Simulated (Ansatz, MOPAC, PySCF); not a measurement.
Dimer: H2O (SMILES O) (first 3 atoms) with SiH4 (SMILES [SiH4]); geometry from B3LYP-D3(BJ)/def2-TZVP, rigid monomers moved along the line of their centres of mass till O1···Si4 is 2.82 Å.
(charge 0, multiplicity 1):
```xyz
8

O      0.4646     0.3123     0.3475
H      0.0730    -0.4695    -0.0562
H     -0.1175     1.0418     0.1095
Si    -0.1405    -0.0653     3.0754
H     -0.5290    -1.2801     2.3248
H     -0.5027    -0.2701     4.5007
H     -0.8955     1.1051     2.5748
H      1.3140     0.1683     2.9815
```

Monomers are frozen at their geometry in the pair; levels with a basis set take the counterpoise correction. Rows marked so take none.

Correlated levels freeze the cores. CBS(a, b) extrapolates the correlation energy as X⁻³ and adds the Hartree–Fock energy of set b. Rows in 3-21G, 6-311+G**, 6-31G*, STO-3G carry no dispersion term and start afresh at each structure (6-31G* with six Cartesian d functions). MP2/6-31G* freezes PySCF's default core. The state reached by AM1, PM6 isn't checked.

Run with Ansatz (an electronic-structure program); MOPAC for AM1, PM6 (differences of heats of formation); PySCF for 3-21G rows, 6-311+G** rows, 6-31G* rows, STO-3G rows, the dispersion terms. Values without a source in brackets are computed.

Other levels give for the interaction energy: PBE/def2-TZVPPD -0.1; B3LYP/def2-TZVPPD 4.1; B3LYP-D3(BJ)/def2-TZVPPD -2.6; wB97M-V/def2-TZVPPD -4.6; CCSD(T)/CBS(aug-cc-pV(D+d)Z, aug-cc-pV(T+d)Z) -3.3 kJ/mol.

Common cheap choices:

| level | interaction energy (kJ/mol) | less -3.3 (CCSD(T)/CBS(aug-cc-pV(D+d)Z, aug-cc-pV(T+d)Z)) |
|---|---|---|
| AM1 | 11.1 | 14.3 |
| PM6 | 0.1 | 3.3 |
| HF/STO-3G (no counterpoise) | 1.8 | 5.0 |
| HF/3-21G (no counterpoise) | -24.0 | -20.8 |
| B3LYP/6-31G* (no counterpoise) | -9.4 | -6.1 |
| B3LYP/6-311+G** (no counterpoise) | 2.1 | 5.3 |
| M06-2X/6-31G* (no counterpoise) | -17.4 | -14.1 |
| MP2/6-31G* | 4.2 | 7.5 |
